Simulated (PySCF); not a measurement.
A side-by-side comparison of computed properties.

First species: C₅H₄F₂O₂.
SMILES with atom numbers: `[O:1]=[C:2]([OH:3])[C@@:4]1([F:5])[CH2:6]/[C:7]1=[CH:8]/[F:9]` (hydrogens: H10 on O3; H11, H12 on C6; H13 on C8)

Cartesian coordinates in Å at the GFN2-xTB level; atoms count from 1:
```xyz
13
C5H4F2O2 angstrom
O      0.979   -0.107   -1.902
C      1.318   -0.219   -0.754
O      2.452   -0.784   -0.361
C      0.487    0.270    0.391
F      1.119    0.239    1.598
C     -0.509    1.390    0.141
C     -0.973    0.024    0.360
C     -1.941   -0.847    0.469
F     -1.715   -2.144    0.717
H      2.961   -1.101   -1.124
H     -0.540    1.792   -0.862
H     -0.647    2.113    0.932
H     -2.995   -0.625    0.377
```

Second species: 2-methylpropanoyl fluoride, C4H7FO.
InChI=1S/C4H7FO/c1-3(2)4(5)6/h3H,1-2H3

Levels: CAM-B3LYP/def2-SVPD for dipole moment, HOMO energy, LUMO energy, HOMO–LUMO gap, static isotropic polarisability and electronic spatial extent ⟨r²⟩ about the centre of nuclear charge; TDDFT CAM-B3LYP/def2-SVPD for lowest singlet excitation; TDA CAM-B3LYP/def2-SVPD for lowest triplet excitation (Tamm–Dancoff); GFN2-xTB for rotational constant A and rotational constant C. Geometries: GFN2-xTB. Each species is one conformer at its optimised geometry, gas phase, non-relativistic unless stated; the electronic structure was computed with PySCF and density fitting.

Dipoles, sizes and rotational constants follow the conformer. The torsions of the flexible species, by atom-mapped SMILES:
- `[O:1]=[C:2]([OH:3])[C@@:4]1([F:5])[CH2:6]/[C:7]1=[CH:8]/[F:9]`: O1–C2–C4–F5 -171°, H–O3–C2–O1 -1°
- `[CH3:1][CH:2]([CH3:3])[C:4](=[O:5])[F:6]`: C1–C2–C4–O5 12°

Values for the first species:

| Property | Result |
| --- | --- |
| Dipole moment | 1.52 D |
| HOMO energy | -9.45 eV |
| LUMO energy | 0.23 eV |
| HOMO–LUMO gap | 9.68 eV |
| Lowest singlet excitation | 5.87 eV |
| Lowest triplet excitation (Tamm–Dancoff) | 4.25 eV |
| Static isotropic polarisability | 66.9 au |
| Electronic spatial extent ⟨r²⟩ about the centre of nuclear charge | 1132 bohr² |
| Rotational constant A | 2.270 GHz |
| Rotational constant C | 1.120 GHz |

(1) Estimate the same properties for the second species, and the change in each.

Answers

(1) 
```json
{"property": "dipole moment", "first": "1.52 D", "second": "3.24 D", "second less first": "+1.72 D"}
{"property": "HOMO energy", "first": "-9.45 eV", "second": "-10.48 eV", "second less first": "-1.03 eV"}
{"property": "LUMO energy", "first": "0.23 eV", "second": "0.60 eV", "second less first": "+0.37 eV"}
{"property": "HOMO–LUMO gap", "first": "9.68 eV", "second": "11.08 eV", "second less first": "+1.40 eV"}
{"property": "lowest singlet excitation", "first": "5.87 eV", "second": "6.07 eV", "second less first": "+0.20 eV"}
{"property": "lowest triplet excitation (Tamm–Dancoff)", "first": "4.25 eV", "second": "5.48 eV", "second less first": "+1.23 eV"}
{"property": "static isotropic polarisability", "first": "66.9 au", "second": "51.9 au", "second less first": "-15.0 au"}
{"property": "electronic spatial extent ⟨r²⟩ about the centre of nuclear charge", "first": "1132 bohr²", "second": "587 bohr²", "second less first": "-545 bohr²"}
{"property": "rotational constant A", "first": "2.270 GHz", "second": "4.937 GHz", "second less first": "+2.667 GHz"}
{"property": "rotational constant C", "first": "1.120 GHz", "second": "2.222 GHz", "second less first": "+1.102 GHz"}
```

On the first: In wavenumbers S1 is 47400 cm⁻¹ (1 eV = 8065.54 cm⁻¹). S1 lies 3.81 eV below the HOMO–LUMO gap; its leading configuration is HOMO−1→LUMO+1, weight 0.43, beside HOMO−1→LUMO, weight 0.39.

On the second: The vertical singlet–triplet gap S1 − T1 is 0.59 eV (TDDFT singlet less Tamm–Dancoff triplet; S1: HOMO→LUMO, weight 0.86; T1: HOMO→LUMO, weight 0.86). The dipole matches unit charges of opposite sign 0.67 Å apart (1 e·Å = 4.8032 D).
